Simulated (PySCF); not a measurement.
Job file and geometry (Å, from GFN2-xTB) of an NMR shielding run on `[C@H](C)(CC(F)(F)F)[C@@H]1CS1`, C6H9F3S, PySCF, GIAO PBE0/pcSseg-1 NMR shielding, non-relativistic, gas phase; density fitting, a coarse starting grid and PySCF grid level 2 are the driver's defaults:

```
$ OMP_NUM_THREADS=1 python probes_run.py task.json out

{"job": {"kind": "nmr", "xc": "PBE0", "basis": "pcSseg-1"}, "charge": 0, "multiplicity": 1}
C     -0.344990    -2.113510    -0.063461
C     -0.231087    -0.594749    -0.186323
C     -1.043981     0.070983     0.935260
C     -1.061570     1.584334     0.854846
F     -2.004226     2.107242     1.656293
F      0.097900     2.147356     1.229319
F     -1.322914     2.038529    -0.379933
C      1.220506    -0.167904    -0.127349
C      1.707453     0.988578    -0.916538
S      2.257909    -0.606839    -1.539683
H      0.034171    -2.449620     0.898973
H      0.239061    -2.587900    -0.847941
H     -1.380088    -2.430128    -0.160081
H     -0.643973    -0.288646    -1.153387
H     -2.081607    -0.264270     0.881314
H     -0.640712    -0.199252     1.913354
H      1.699605    -0.350111     0.830264
H      1.007210     1.507829    -1.557523
H      2.481530     1.617331    -0.498330
```

Task: Write the output of this run.

Result: 
```
coarse grid: 16984 points
cycle   1  E = -930.7909908193  dE =  1.485e+00  |g| = 8.898e-01  |ddm| = 3.905e+00
cycle   2  E = -930.6748439478  dE =  1.161e-01  |g| = 1.283e+00  |ddm| = 1.159e+00
cycle   3  E = -930.9309784895  dE = -2.561e-01  |g| = 7.205e-02  |ddm| = 6.660e-01
cycle   4  E = -930.9318144001  dE = -8.359e-04  |g| = 3.929e-02  |ddm| = 8.564e-02
cycle   5  E = -930.9321451398  dE = -3.307e-04  |g| = 1.022e-02  |ddm| = 4.444e-02
cycle   6  E = -930.9321715416  dE = -2.640e-05  |g| = 3.716e-03  |ddm| = 1.807e-02
cycle   7  E = -930.9321746699  dE = -3.128e-06  |g| = 6.594e-04  |ddm| = 3.989e-03
final grid: 162160 points
cycle   8  E = -931.0147818080  dE = -6.913e-05  |g| = 1.135e-02  |ddm| = 3.706e-02
cycle   9  E = -931.0147448211  dE =  3.699e-05  |g| = 1.689e-02  |ddm| = 2.594e-02
cycle  10  E = -931.0148116468  dE = -6.683e-05  |g| = 1.488e-03  |ddm| = 1.785e-02
cycle  11  E = -931.0148121922  dE = -5.454e-07  |g| = 4.036e-04  |ddm| = 1.995e-03
cycle  12  E = -931.0148122258  dE = -3.366e-08  |g| = 1.034e-04  |ddm| = 3.412e-04
cycle  13  E = -931.0148122273  dE = -1.423e-09  |g| = 3.757e-05  |ddm| = 8.350e-05
cycle  14  E = -931.0148122276  dE = -2.913e-10  |g| = 5.834e-06  |ddm| = 3.950e-05
converged SCF energy = -931.0148122276

GIAO shielding tensors (ppm)
atom      isotropic    diamagn.    paramagn.     s11        s22        s33       span
  0 C      162.104     246.275     -84.172    141.372    157.025    187.915     46.543
  1 C      146.662     245.933     -99.271    129.532    146.547    163.908     34.376
  2 C      142.091     251.789    -109.698    121.229    139.870    165.173     43.944
  3 C       51.431     241.924    -190.493     46.566     50.684     57.042     10.476
  4 F      245.817     469.511    -223.694    158.193    237.584    341.674    183.480
  5 F      245.372     476.399    -231.027    158.673    251.389    326.054    167.380
  6 F      256.732     476.363    -219.631    165.060    270.988    334.148    169.088
  7 C      144.354     250.658    -106.304    102.527    149.215    181.321     78.794
  8 C      155.823     251.243     -95.421    127.301    162.570    177.597     50.296
  9 S      724.723    1055.864    -331.141    281.965    779.929   1112.276    830.311
 10 H       30.709      30.042       0.667     27.221     28.252     36.654      9.433
 11 H       30.029      29.615       0.414     23.931     30.304     35.851     11.919
 12 H       30.638      29.535       1.104     25.622     27.927     38.366     12.745
 13 H       30.603      32.840      -2.237     28.285     29.086     34.437      6.153
 14 H       29.449      30.711      -1.262     23.929     29.729     34.690     10.761
 15 H       29.657      31.243      -1.586     26.057     29.498     33.417      7.360
 16 H       29.371      31.845      -2.474     23.064     28.187     36.863     13.799
 17 H       29.296      30.909      -1.613     24.654     26.577     36.657     12.003
 18 H       29.147      29.306      -0.159     22.647     25.899     38.895     16.248
```

Task: Turn these shieldings into chemical shifts. Shifts are taken against calculated references (same method and geometry level): 13C (σref 186.93) and 1H (σref 31.72) against TMS; 19F (σref 170.95) vs CFCl3; 33S (σref 503.73) against CS2.

Result: Averaging equivalent atoms: C 3: 135.5; C 2: 44.8; C 7: 42.6; C 1: 40.3; C 8: 31.1; C 0: 24.8; F 4/5/6: -78.4; S 9: -221; H 18: 2.57; H 17: 2.42; H 16: 2.35; H 14: 2.27; H 15: 2.06; H 10/11/12: 1.26; H 13: 1.11 ppm. Unscaled 19F shifts against computed CFCl3 carry errors that often reach 10 to 50 ppm.

Size and cost of the density-fitted run: 222 basis functions, 92 s wall time (82 s CPU) on 1 thread of an Arm Neoverse N1, shared host.
